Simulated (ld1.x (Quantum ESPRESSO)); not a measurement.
## V: one change to a PAW potential, before and after

- Element: vanadium (V)
- Generator: ld1.x (Quantum ESPRESSO) 7.5
- Type: PAW
- Functional: PBE
- Relativity: scalar-relativistic
- Frozen core: [Ar]
- Valence charge: 5
- Reference configuration: 3d2 4s0 4p0 (charge +3)
- Partial waves: 4s (bound, empty): rcut 1.75, rcutus 2.40 bohr; 4s channel at -0.7 Ry: rcut 1.75, rcutus 2.40 bohr; 4p (bound, empty): rcut 2.40, rcutus 2.90 bohr; 4p channel at 2 Ry: rcut 2.40, rcutus 2.90 bohr; 3d (bound): rcut 1.20, rcutus 1.65 bohr; 3d channel at -2.3 Ry: rcut 1.20, rcutus 1.65 bohr
- Local potential: all-electron potential smoothed inside 1.35 bohr (lloc = -1)
- Core correction: Bessel-smoothed model core inside 0.95 bohr
- Augmentation charge: PSQ, inside the norm-conserving radii

Change: local potential all-electron potential smoothed inside 3.18 bohr (lloc = -1).

Cutoffs: the cutoffs (Ry, on a coarse ladder) from which the occupation-weighted sum of valence levels, in a spherical-Bessel basis at the reference potential, stays within 10 and 1 mRy of its value at 400 Ry; they do not see the model core or the augmentation charge, which bear on the density cutoff. Errors are all-electron minus pseudo energies relative to the spin-unpolarised reference configuration.

Predict the effect on cutoff, ghosts and configuration errors.

The potential gets neither clearly harder nor softer (35 Ry and 55 Ry → 35 Ry and 55 Ry); the bound ghost in s disappears; the number of tests with a reliable result goes from 7 to 5 (the test run of the changed file stopped, so its transferability is not established); the errors of the 5 common tests hardly move. A state that the projectors do not describe sees the local part alone, so a deeper or shallower local part can create or remove a ghost.

```tsv
quantity	base	changed
cutoff, loose	35 Ry	35 Ry
cutoff, tight	55 Ry	55 Ry
bound ghosts	s	none
tests with a reliable result	7 of 7	5 of 7 (the test run stopped)
error for 3d3 4s2 4p0, meV [ΔE -50.93 eV]	-420	-437
error for 3d3 4s1 4p0, meV [ΔE -43.19 eV]	-450	-472
error for 3d3 4s0 4p0, meV [ΔE -28.90 eV]	-428	-458
error for 3d2 4s2 4p0, meV [ΔE -39.95 eV]	-37	-37
error for 3d1 4s0 4p0, meV [ΔE 45.87 eV]	-796	-829
lowest overlap eigenvalue by channel	s 0.36, p 0.71, d 0.94	s 0.46, p 0.76, d 0.99
```

 A true bound ghost makes a file unfit for plane-wave use even where its test errors are small: the radial tests pick states by their node count and pass the ghost by.
